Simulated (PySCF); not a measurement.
**Phosphorus: a sound run and one with changed settings**

Sound run: P⁺ [Ne] 3s2 3p2, P²⁺ [Ne] 3s2 3p1. All numbers are calculated (PySCF 2.14, the non-relativistic Hamiltonian (point nucleus), in aug-cc-pV(D+d)Z (5s4p3d, 32 functions)). The sound run starts from symmetry-adapted Hartree-Fock orbitals and uses a fine grid where one is needed.

Changed run: 6 angular points. This setting is unsound on purpose.

```csv
species,method,sound run (hartree),changed run (hartree),converged
P⁺,UHF,-340.34482,-340.34482,yes
P⁺,M06-L,-340.86533,-340.83358,no
P⁺,M06-2X,-340.85548,-340.85422,yes
P²⁺,UHF,-339.64036,-339.64036,yes
P²⁺,M06-L,-340.14220,-340.21548,no
P²⁺,M06-2X,-340.13615,-340.13421,yes
```

Ionisation energy of P⁺:

| method | sound run (eV) | changed run (eV) |
| --- | --- | --- |
| UHF | 19.169 | 19.169 |
| M06-2X | 19.574 | 19.593 |

A coarse angular grid integrates products of high-l functions wrongly, so density functionals can shift, and the SCF can exploit the error; Hartree-Fock and MP2 need no grid.

For comparison, NIST gives 19.769 eV between the lowest levels.
